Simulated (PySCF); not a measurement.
Compound: C5H9S2 (doublet state).
Geometry (GFN2-xTB, Å), atoms numbered from 1 in this order:
```
atom  x, y, z in Å
C1     2.175    0.064   -0.077
C2     0.721    0.175   -0.504
C3    -0.145   -0.903    0.135
C4    -1.545   -0.964   -0.453
S5    -2.573    0.477    0.016
C6    -1.531    1.767   -0.469
S7     0.134    1.864   -0.028
H8     2.255    0.125    1.006
H9     2.760    0.871   -0.511
H10    2.591   -0.886   -0.406
H11    0.639    0.128   -1.594
H12    0.338   -1.872   -0.027
H13   -0.204   -0.733    1.213
H14   -1.515   -1.003   -1.542
H15   -2.088   -1.829   -0.076
H16   -2.020    2.727   -0.437
```

The hyperfine couplings belong to this conformer and change with its torsions.

As a line formula: `C1S[CH]S[C@H](C1)C` [radical].

Method used: PySCF, UKS B3LYP, pcH-1 on C H S, non-relativistic, mean-field spin-orbit, GIAO. One conformer (not necessarily the lowest) at the GFN2-xTB geometry, without solvent, vibrations or thermal averaging. Couplings are sensitive to structure, and on GFN2-xTB geometries they can be far from those on DFT ones. The SCF solution wasn't tested for stability.

Task: Predict the first-order ENDOR lines of H16, H14, H11, H15 and H12 under fast tumbling at B = 333.3 mT (X band).

Result: ν± = |νn ± a/2|, one line for each electron-spin manifold; νn = |g_N| × 7.62259 MHz/T × B.

```json
{"nuclei": "H16", "isotope": "1H", "g_N": "5.5857", "νn (MHz)": "14.19", "a_iso (MHz)": "-44.31", "lower line (MHz)": "7.96", "upper line (MHz)": "36.34"}
{"nuclei": "H14", "isotope": "1H", "g_N": "5.5857", "νn (MHz)": "14.19", "a_iso (MHz)": "8.42", "lower line (MHz)": "9.98", "upper line (MHz)": "18.40"}
{"nuclei": "H11", "isotope": "1H", "g_N": "5.5857", "νn (MHz)": "14.19", "a_iso (MHz)": "4.92", "lower line (MHz)": "11.73", "upper line (MHz)": "16.65"}
{"nuclei": "H15", "isotope": "1H", "g_N": "5.5857", "νn (MHz)": "14.19", "a_iso (MHz)": "-2.44", "lower line (MHz)": "12.97", "upper line (MHz)": "15.41"}
{"nuclei": "H12", "isotope": "1H", "g_N": "5.5857", "νn (MHz)": "14.19", "a_iso (MHz)": "-1.55", "lower line (MHz)": "13.42", "upper line (MHz)": "14.97"}
```

Task: Which pairs are centred on the nuclear Larmor frequency, and which on half the coupling?

Result: Centred on νn, since |a| < 2νn: H14, H11, H15 and H12. Centred on |a|/2 and split by 2νn: H16.

The largest Mulliken spin populations are on C6 (+0.71), S5 (+0.14) and S7 (+0.13). C6 is the only atom above +0.15. The angles at C6 add up to 348.4°, so it is slightly pyramidal.
